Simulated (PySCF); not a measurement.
# As³⁺: ionisation energy

As³⁺ [Ar] 3d10 4s2 → As⁴⁺ [Ar] 3d10 4s1 [4s1/2^1, M_J = 1/2], as a difference of total energies. Calculation: PySCF 2.14, in x2c-QZVPPall-2c (11s10p5d4f1g, 103 functions); the two-component X2C-1e Hamiltonian. Correlated levels: [Ne] frozen; the 8 highest virtual spinors dropped. "Screened" scales the spin-orbit matrix elements by Boettger's factors to mimic the two-electron term; Breit and QED terms are absent.

```csv
method,ionisation energy (eV)
GHF (screened spin-orbit),47.850
GMP2 (screened spin-orbit),49.644
```

Task: How much does correlation contribute at GMP2 (screened spin-orbit)?

Result: 49.644 − (47.850) = 1.794 eV, measured against GHF (screened spin-orbit).

Errors of the correlated levels include the incompleteness of this basis and the frozen core.

MP2 underrates the near-degeneracy of ns² with np² in the lower species.

For comparison: 50.15 ± 0.06 eV (measured; NIST Atomic Spectra Database, ionization energies).
